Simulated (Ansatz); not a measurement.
Reaction (formal exchange of groups at a C–Te bond): `O=C[Te]CS` + `N=CO` → `N=C(O)CS` + `O=C[TeH]`

Calculated with Ansatz (gas phase, PBE0-D4/def2-TZVP geometries, no zero-point term in ΔE). CCSD(T)/CBS is the MP2 limit (def2-TZVPP, def2-QZVPP) plus CCSD(T) − MP2 in def2-TZVPP, frozen cores. This one scheme is used for every species. Functionals use def2-TZVPP. B3LYP here is the variant with VWN-RPA as its local correlation; programs differ in this. def2 core potentials past Kr. For Te outer-core shells are correlated without core-valence functions, which leaves a few kJ/mol of doubt a bond. One conformer a species, not always the lowest.

| species | B3LYP-D4 energy (Eh) |
| --- | --- |
| `O=C[Te]CS` | -820.23599 |
| `N=CO` | -169.95772 |
| `N=C(O)CS` | -607.51952 |
| `O=C[TeH]` | -382.67922 |

Work out ΔE.

ΔE = (-607.51952) + (-382.67922) − (-820.23599) − (-169.95772) = -0.00503 Eh = -13.2 kJ/mol. CCSD(T)/CBS gives -7.8 kJ/mol.

Largest T1 diagnostic among the species: 0.016.

From PBE to PBE0 (25 % exact exchange), in def2-TZVPP and without D4, ΔE moves by −5.0 kJ/mol. The D4 term adds +3.2 kJ/mol with B3LYP and +1.7 kJ/mol with PBE0; it sums over pairs of atoms, weighted by their polarisabilities, and B3LYP, whose exchange is more repulsive, gets the larger term.
